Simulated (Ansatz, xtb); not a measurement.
The molecule TaAl, multiplicity 5 (lowest of 2S+1 = 1, 3, 5, 7 at CCSD(T)/def2-TZVPP on PBE0 minima; our sources give no spin for the ground state, which may be another). No spin–orbit coupling. The T1 diagnostic near the minimum is 0.065, so single-reference values are doubtful.

The constants come from a fifth-degree fit in 1/R (seven points, main isotopes). Runs in def2 and cc sets follow the lowest solution found near the PBE0 minimum.

Correlated levels freeze the inner cores; with def2 sets outer-core shells near the valence are correlated too.

Run with Ansatz (a first-principles code) with Gaussian orbitals; xtb for the GFN methods.  In def2 rows elements past Kr take small-core potentials, without spin–orbit coupling. The GFN methods have no spin term and hold the electronic entropy of 300 K.

### Question
What bond length and harmonic frequency does GFN2-xTB give?

### Answer
r_e = 2.742 Å, ω_e = 223 cm⁻¹.

### Question
What bond length and harmonic frequency does wB97X-V/def2-TZVPP give?

### Answer
r_e = 2.619 Å, ω_e = 287 cm⁻¹.

### Question
What bond length and harmonic frequency does CCSD(T)/def2-TZVPP give?

### Answer
r_e = 2.632 Å, ω_e = 286 cm⁻¹.

Doubts at one or more of the structures used: a spin-contaminated determinant (CCSD(T)/def2-TZVPP); T1 above 0.05 (CCSD(T)/def2-TZVPP).
